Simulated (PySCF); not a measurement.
Te(Et)(iPr), SMILES CC([Te]CC)C (C5H12Te), singlet (GFN2-xTB optimised geometry):

```
18

Te    -1.233    -1.462     0.000
C     -1.557     0.696     0.000
C     -1.222     1.383     1.307
H     -2.613     0.813    -0.226
H     -0.988     1.126    -0.820
H     -0.159     1.311     1.527
H     -1.774     0.938     2.132
H     -1.481     2.440     1.251
C      0.968    -1.462     0.000
C      1.535    -1.369     1.404
C      1.530    -0.383    -0.903
H      1.215    -2.440    -0.415
H      2.622    -1.456     1.375
H      1.287    -0.415     1.864
H      1.146    -2.166     2.034
H      1.117    -0.457    -1.907
H      2.613    -0.481    -0.972
H      1.310     0.607    -0.507
```

Method: PySCF with PBE0/def2-SVP, def2 effective core potentials past Kr.

Problem. What are the frontier orbital energies and the dipole moment?

Solution. HOMO-2 -8.26 eV, HOMO-1 -7.56 eV, HOMO -5.51 eV, LUMO -0.04 eV, LUMO+1 0.66 eV; dipole moment 1.50 D.

On the same geometry PBE/def2-SVP, def2 effective core potentials past Kr run with PySCF 2.14.0 gives HOMO-2 -7.07 eV, HOMO-1 -6.47 eV, HOMO -4.44 eV, LUMO -0.87 eV, LUMO+1 -0.25 eV; dipole moment 1.43 D.
